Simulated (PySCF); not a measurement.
Worked example: oscillator strength and radiative lifetime

B(Cl)2(SH) (BCl₂HS), SMILES SB(Cl)Cl.

Geometry: TPSSh-D3(BJ)/def2-SVP. One conformer was computed; it need not be the lowest.

PySCF with TDA-PBE0/def2-SVPD puts the first singlet state with f over 0.02 at 6.18 eV (vertical), with the transition dipole (0.157, 1.249, 0.000) in atomic units.

Task: Find the oscillator strength, the wavelength and the radiative lifetime that this transition would have in vacuum if emission retraced absorption.

Result: 
|μ|² = 1.5847 au, so |μ| = 3.20 D. ΔE = 6.18/27.211 = 0.2271 hartree. f = (2/3) ΔE |μ|² = 0.240 (the program prints 0.240).
λ = 1239.84/6.18 = 201 nm; ν = 49845 cm⁻¹.
Einstein's coefficient A = 0.6670 ν² f s⁻¹ (ν in cm⁻¹) = 4.0e8 s⁻¹, so τ = 1/A = 2.5 ns. This state is S2; the lower singlet has f = 0.000. The figure is the radiative limit of this one transition; relaxation, internal conversion, crossing to triplets and a medium change what is measured.
